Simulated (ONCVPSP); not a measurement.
# Before and after: ONCV potential for Si

```
Element                 : silicon (Si)
Generator               : ONCVPSP 4.0.1
Type                    : optimised norm-conserving Vanderbilt (ONCV)
Functional              : PBEsol
Relativity              : non-relativistic
Frozen core             : [Ne]
Valence charge          : 4
Reference configuration : 3s2 3p1 (charge +1)
Partial waves           : 3s: rc 1.75 bohr, ncon 4, nbas 8, qcut 3.3 1/bohr, 2 projectors, debl 2.5 Ha; 3p: rc 2.10 bohr, ncon 4, nbas 7, qcut 4.4 1/bohr, 2 projectors, debl 3.2 Ha; d scattering state at 0.08 Ha: rc 1.80 bohr, ncon 4, nbas 7, qcut 5.5 1/bohr, 2 projectors, debl 1 Ha
Local potential         : polynomial inside 1.35 bohr (lpopt 5, dvloc0 4 Ha)
Core correction         : Teter function, fcfact 3, rcfact 1.75
```

All-electron outer shells of the reference configuration (PBEsol, non-relativistic, ld1.x):

```json
{"shell": "2s", "level (eV)": "-147.97", "outermost node (bohr)": "0.15", "outermost maximum (bohr)": "0.45"}
{"shell": "2p", "level (eV)": "-104.97", "outermost node (bohr)": "–", "outermost maximum (bohr)": "0.39"}
{"shell": "3s", "level (eV)": "-18.94", "outermost node (bohr)": "0.72", "outermost maximum (bohr)": "1.75"}
{"shell": "3p", "level (eV)": "-11.64", "outermost node (bohr)": "0.71", "outermost maximum (bohr)": "2.04"}
```

Change: functional PBE.

Cutoffs: the cutoffs (Ha) at which the residual kinetic energy of the hardest occupied pseudo-wave falls to 1 and 0.1 mHa per electron; they do not see the model core or the augmentation charge, which bear on the density cutoff. Errors are all-electron minus pseudo energies relative to the spin-unpolarised reference configuration.

Problem. What does the change do?

Solution. The potential gets neither clearly harder nor softer (16 Ha and 51 Ha → 15 Ha and 51 Ha); of the 4 tests that both files solve, the error grows in 2 and shrinks in 0 by more than 15 % and 0.3 meV (median size 11.7 → 17.3 meV); neither file shows a bound ghost.

```tsv
quantity	base	changed
cutoff, loose	16 Ha	15 Ha
cutoff, tight	51 Ha	51 Ha
loose cutoff by channel	s 16 Ha, p 3.6 Ha	s 15 Ha, p 3.6 Ha
bound ghosts	none	none
GHOST(+) flags under 300 eV	s at 164.3 eV	s at 152.3 eV
error for 3s2 3p2, meV [ΔE -7.72 → -7.75 eV]	-0.1	-5.3
error for 3s2 3p0, meV [ΔE 15.98 → 16.01 eV]	-14	-26
error for 3s1 3p0, meV [ΔE 49.81 → 49.91 eV]	-200	-201
error for 3s1 3p2, meV [ΔE 7.35 → 7.37 eV]	-8.9	-8.8
s: phases at 1.78 bohr within 0.05 rad from the reference energy up to (Ha; the scan ends near 5)	3.7	3.6
p: phases at 2.13 bohr within 0.05 rad from the reference energy up to (Ha; the scan ends near 5)	to the end of the scan	to the end of the scan
d: phases at 1.83 bohr within 0.05 rad from the reference energy up to (Ha; the scan ends near 5)	3.9	to the end of the scan
rms error of d²Exc/dni dnj with the model core, mHa	4.35	3.98
```
